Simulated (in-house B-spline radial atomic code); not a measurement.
P⁸⁺. Computed with a B-spline radial atomic code. Model: all-electron spherical atom, spin shells full or empty, radial basis limit, no spin-orbit coupling: exact exchange with a local potential (Slater, KLI or optimised effective potential, whose far tail is KLI's), no correlation.

Exchange potential has not reached -1/r at the last radius.

The run also made RPA and GW results, which its time includes.

The Slater potential averages the orbital exchange potentials with the orbital densities as weights, KLI adds orbital constants, and the optimised effective potential minimises the exact-exchange energy among local potentials. So their energies lie above Hartree-Fock in the order OEP, KLI, Slater. All fall off as −1/r, unlike LDA and GGA exchange.

Command:
```bash
python run_gw.py task.json out
```
Settings (nuclear radius in fm, other lengths in bohr, energies in hartree):
```
Z                      15
electrons              7
configuration          [He] 2s2 2p3
hamiltonian            x2c
method                 slater
lmax                   9
rms_radius             3.1889
spin_polarised         True
box_radius             7.7
intervals              99
```

Time taken, with all properties: 1.9 s on 1 thread of Intel(R) Xeon(R) 6975P-C (Granite Rapids), with other jobs on the host.

Given: hamiltonian one-electron scalar X2C; mean-field start Slater potential.

Computed: energy above Hartree-Fock 26.35 millihartree.

| radius (bohr) | r times exchange potential up (hartree bohr) | r times exchange potential down (hartree bohr) |
| --- | --- | --- |
| 0.00333 | -0.050919 | -0.050887 |
| 0.00394 | -0.060203 | -0.060164 |
| 0.00466 | -0.071138 | -0.071092 |
| 0.0055 | -0.083855 | -0.083799 |
| 0.0065 | ? | ? |
| 0.00769 | -0.11676 | -0.11668 |
| 0.00909 | -0.13758 | -0.13748 |
| 0.0107 | -0.16127 | -0.16115 |
| 0.0127 | -0.1903 | -0.19015 |
| 0.015 | -0.22306 | -0.22287 |
| 0.0177 | -0.26058 | -0.26035 |
| 0.021 | -0.30498 | -0.30468 |
| 0.0248 | -0.35396 | -0.35358 |
| 0.0293 | -0.40887 | -0.40838 |
| 0.0346 | -0.46911 | -0.46852 |
| 0.0409 | -0.53444 | -0.53378 |
| 0.0483 | -0.60263 | -0.60208 |
| 0.0571 | -0.67226 | -0.67229 |
| 0.0675 | -0.73963 | -0.74141 |
| 0.0798 | -0.80043 | -0.80654 |
| 0.0943 | -0.84886 | -0.86436 |
| 0.111 | -0.87802 | -0.91062 |
| 0.132 | -0.88444 | -0.94287 |
| 0.156 | -0.87402 | -0.94383 |
| 0.184 | -0.87625 | -0.88861 |
| 0.218 | -0.92412 | -0.76988 |
| 0.257 | -1.0174 | -0.69099 |
| 0.304 | -1.1374 | -0.71025 |
| 0.359 | -1.254 | -0.77806 |
| 0.424 | -1.3465 | -0.85089 |
| 0.502 | -1.4011 | -0.9122 |
| 0.593 | -1.4124 | -0.9548 |
| 0.701 | -1.3882 | -0.98039 |
| 0.828 | -1.3426 | -0.99301 |
| 0.979 | -1.2894 | -0.99805 |
| 1.16 | ? | ? |
| 1.37 | -1.1939 | -0.99994 |

Problem. What belongs in the row 0.0065?

Solution. r times exchange potential up (hartree bohr): -0.098926; r times exchange potential down (hartree bohr): -0.09886.

Problem. What belongs in the row 1.16?

Solution. r times exchange potential up (hartree bohr): -1.2379; r times exchange potential down (hartree bohr): -0.9996.

```csv
occupied,level (hartree),Hartree-Fock level (hartree)
1s up,-89.173,-90.092
1s down,-89.248,-89.623
2s up,-15.462,-15.58
2s down,?,?
2p up,-13.982,-13.764
```

Problem. What belongs in the row 2s down?

Solution. level (hartree): -14.52; Hartree-Fock level (hartree): -14.386.

```json
{"empty": "2p down", "level (hartree)": "-13.094"}
{"empty": "3s up", "level (hartree)": "-5.8768"}
{"empty": "3s down", "level (hartree)": "?"}
{"empty": "3p up", "level (hartree)": "-5.4547"}
{"empty": "3p down", "level (hartree)": "-5.1853"}
{"empty": "3d up", "level (hartree)": "-4.9518"}
{"empty": "3d down", "level (hartree)": "-4.596"}
{"empty": "4s up", "level (hartree)": "-3.0742"}
{"empty": "4s down", "level (hartree)": "-2.9652"}
{"empty": "4p up", "level (hartree)": "-2.9062"}
{"empty": "4p down", "level (hartree)": "-2.8038"}
{"empty": "4d up", "level (hartree)": "-2.7139"}
{"empty": "4f up", "level (hartree)": "?"}
{"empty": "4d down", "level (hartree)": "-2.5797"}
```

Problem. What belongs in the row 3s down?

Solution. level (hartree): -5.5904.

Problem. What belongs in the row 4f up?

Solution. level (hartree): -2.6317.

The highest level, 2p up, differs from Hartree-Fock by -5.9 eV and the deepest, 1s down, by +10.2 eV: the Slater potential lacks the response part and is deeper than the optimised one throughout, so the top level comes too deep.
